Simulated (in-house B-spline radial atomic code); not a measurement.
Ag⁺. Computed with a B-spline radial atomic code. Model: non-relativistic spherical atom: semilocal Troullier-Martins pseudo-atom, one channel per l, against all electrons, high spin, G0W0 and RPA with empty states to l = 8, local potential for every l without a channel, a model core (radius 0 = none) keeps its share of the functional.

Without relativity these are model numbers for so heavy an element.

What the tables leave out is listed at the end.

The pseudopotential gives back the lowest level of each angular momentum of its own functional in the configuration it was made in; a second state of the same l is only approximately right. Exact exchange, RPA and GW see the smooth pseudo-orbitals and miss the exchange with the core, for which the functional's share stands in. The column with an uncorrelated core keeps all orbitals and exact exchange, and so separates missing core correlation from pseudisation. Only the three outermost levels and the lowest empty one were computed. RPA here is direct RPA, with no exchange kernel, and its energies carry an (l + 1/2)⁻⁴ tail. A hybrid on a potential with a model core restores only its own semilocal share of the core's exchange.

Command:
```bash
python run_psgw.py task.json out
```
Settings (lengths in bohr, energies in hartree):
```
Z                      47
electrons              46
configuration          [Kr] 4d10
generated_in           [Kr] 4d10
functional             pbe,pbe
core_shells            6
radius_factor          1.3
core_correction        True
```

Run time, properties included: 33 s on 1 thread of Arm Neoverse N1 (shared host).

Given: made with PBE; model core radius 0.608 bohr; local radius 1.137 bohr; mean-field start PBE0.

Valence shells of the generating configuration: 4s, 4p, 4d.

Channel: s 1.1, p 1.146, d 1.344 (radii in bohr).

Computed: largest level miss in the spin-unpolarised generating configuration 0.002 eV; valence RPA correlation energy all-electron orbitals -1.1212 hartree; all-electron RPA polarisability, core included 7.6285 bohr³; pseudo-atom RPA polarisability 7.5492 bohr³.

```
     level  occupied  mean-field all-electron (eV)  mean-field pseudo minus all (eV)  G0W0 all-electron (eV)  G0W0 uncorrelated core minus all (eV)  G0W0 pseudo minus all (eV)  exchange self-energy all-electron (eV)  exchange self-energy pseudo (eV)
        4d         1                       -17.742                            -0.042                 -22.135                                  0.116                      -0.099                                  -35.74                           -31.905
5s (empty)         0                        -9.322                            -0.067                 -7.1523                                  0.028                      -0.018                                 -2.9531                           -2.3936
```

(1) What is the valence RPA correlation energy pseudo?

Answers

(1) -1.1268 hartree.

Among the listed levels the largest G0W0 shift of the pseudo-atom is -0.10 eV, for 4d on the PBE0 start, while leaving the core uncorrelated moves that level by +0.12 eV. The rest, -0.22 eV, comes from pseudisation and the lost core exchange. Not in the tables (levels of low weight, unsolved or above zero; the highest and the empty levels are kept at any weight): on PBE, a start not tabulated, the G0W0 levels 4d (pseudo minus all +0.09 eV, weights 0.25 and 0.35), 4p (pseudo minus all -0.62 eV, weights 0.00 and 0.01), 4s (pseudo minus all -0.32 eV, weights 0.28 and 0.24), 5s (pseudo minus all -0.09 eV, weights 0.94 and 0.94); on PBE0 the G0W0 levels 4p (pseudo minus all -0.17 eV, weights 0.25 and 0.22), 4s (pseudo minus all -5.54 eV, weights 0.34 and 0.01); no Hartree-Fock pseudo-atom is run with a model core.
